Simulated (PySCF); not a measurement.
Dipole response of Sb- (antimony, charge -1)

[Kr] 4d10 5s2 5p4, high-spin 3P determinant. All numbers are calculated (PySCF 2.14, scalar relativity through the core potential, in aug-cc-pwCVTZ-PP with ECP28MDF (8s7p6d4f1g, 96 functions)). Coupled (time-dependent) response in atomic units; α is the mean over directions.

| method | mean α (bohr³) | α xx, yy, zz | C₆ (like pair) | S(−4) |
| --- | --- | --- | --- | --- |
| UHF | 111.0 | 91.41, 150.2, 91.41 | 1785 | 4951 |

S(−4) is the Cauchy moment in α(ω) = α(0) + S(−4) ω² + …

Spin-orbit coupling is absent.

α(iu) at UHF:

```
u (hartree)  α(iu) (bohr³)
          0          111.0
     0.0500          100.8
      0.100          82.61
      0.200          53.05
      0.300          35.33
      0.500          18.49
      0.750          10.37
       1.00          6.808
       1.50          3.797
       2.00          2.531
       3.00          1.420
       5.00         0.6478
```

A single London oscillator, α(iu) = α/(1 + u²/ω²), gives C₆ = (3/4) ω α². Matching the computed C₆ needs ω = 4 × 1785 / (3 × 111.0²) = 0.193 hartree.

For an ion, C₆ is the dispersion term alone; charge-induced terms of lower order in 1/R come first.

The components differ because the open shell of this determinant is not spherical; for a pure term their mean is the scalar polarisability.

Energies and moments cover only the electrons outside the core potential.
